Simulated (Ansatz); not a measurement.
F2, charge +1, doublet, geometry from GFN2-xTB (a state made from the parent by changing its charge; the spin is typed, not shown lowest); CCSD(T)/cc-pVTZ run with Ansatz (a quantum-chemistry and plane-wave program).

The Ansatz input:
Ansatz 0.2 input:
```yaml
crystal:
  periodic: [false, false, false]
  atoms:
    - {symbol: F, position_ang: [-0.00000000, -0.00000000, -0.64677315]}
    - {symbol: F, position_ang: [0.00000000, 0.00000000, 0.64677315]}
basis:
  gaussian:
    orbitals: cc-pVTZ
total_charge: 1
magnetization: {spin_polarized: true, initial_magnetization: 1}
correlation: {method: ccsd_t}
```

Task: Write the output that Ansatz gives for this input, abridged.

Result: 
```
Functional definition: HF
381 factors; integrals over basis functions are off by at most 1.5e-3 eV
mean field evaluation 1: about -5392.3947 eV, gradient 1.5e1 eV
mean field evaluation 2: about -5392.4426 eV, gradient 1.5e1 eV
mean field evaluation 4: about -5393.0540 eV, gradient 1.0e0 eV
mean field evaluation 8: about -5393.0609 eV, gradient 1.8e-3 eV
mean field evaluation 16: about -5393.0609 eV, gradient 1.3e-4 eV
mean field evaluation 32: about -5393.4711 eV, gradient 6.0e-2 eV
mean field evaluation 64: about -5393.0019 eV, gradient 4.4e-1 eV
mean field evaluation 96: about -5393.0219 eV, gradient 2.1e0 eV
mean field evaluation 128: about -5388.1201 eV, gradient 7.1e0 eV
mean field evaluation 160: about -5393.0609 eV, gradient 9.8e-5 eV
mean field evaluation 192: about -5393.0546 eV, gradient 1.1e0 eV
mean field -5393.47116273 eV, -198.2064094042 hartree, gradient 7.6e-6 eV, S^2 0.803931; 10 other end points of the search recorded, 0 dependent functions left out
determinant -5393.47116273 eV, -198.2064094042 hartree, with singles and doubles -5406.95350237 eV, -198.7018762475 hartree
determinant -5393.06088621 eV, -198.1913320202 hartree, with singles and doubles -5407.03767703 eV, -198.7049696090 hartree
determinant -5393.47116273 eV, -198.2064094042 hartree, with singles and doubles -5407.01794723 eV, -198.7042445522 hartree
determinant -5393.06088621 eV, -198.1913320202 hartree, with singles and doubles -5407.05272097 eV, -198.7055224637 hartree
determinant -5393.47116273 eV, -198.2064094042 hartree, with singles and doubles -5407.04441305 eV, -198.7052171533 hartree
determinant -5393.06088621 eV, -198.1913320202 hartree, with singles and doubles -5407.05349611 eV, -198.7055509494 hartree
2 core orbitals not correlated
reference -5393.06088621 eV, -198.1913320202 hartree; 7, 6 occupied and 51, 52 virtual orbitals, 381 factors
second order -14.20209744 eV of doubles, -0.00000000 eV of singles
cycle   1  -13.50799371 eV  change   -3.0e-1 eV  update   6.6e-2
cycle   2  -13.92519245 eV  change   -4.2e-1 eV  update   2.3e-2
cycle   3  -13.99252152 eV  change   -6.7e-2 eV  update   9.7e-3
cycle   4  -13.99029437 eV  change    2.2e-3 eV  update   2.7e-3
cycle   5  -13.99183413 eV  change   -1.5e-3 eV  update   1.0e-3
cycle   6  -13.99253092 eV  change   -7.0e-4 eV  update   3.5e-4
cycle   7  -13.99268442 eV  change   -1.5e-4 eV  update   1.2e-4
cycle   8  -13.99258740 eV  change    9.7e-5 eV  update   3.6e-5
cycle   9  -13.99260427 eV  change   -1.7e-5 eV  update   1.2e-5
cycle  10  -13.99260960 eV  change   -5.3e-6 eV  update   4.3e-6
cycle  11  -13.99260619 eV  change    3.4e-6 eV  update   1.4e-6
perturbative correction -0.57008772 eV, -0.0209503373 hartree
WARN: these amplitudes may be one of several solutions (largest doubles amplitude 0.12, level shift 4.58 eV)
Total energy: -5407.62358012 eV, -198.7265011505 hartree
```
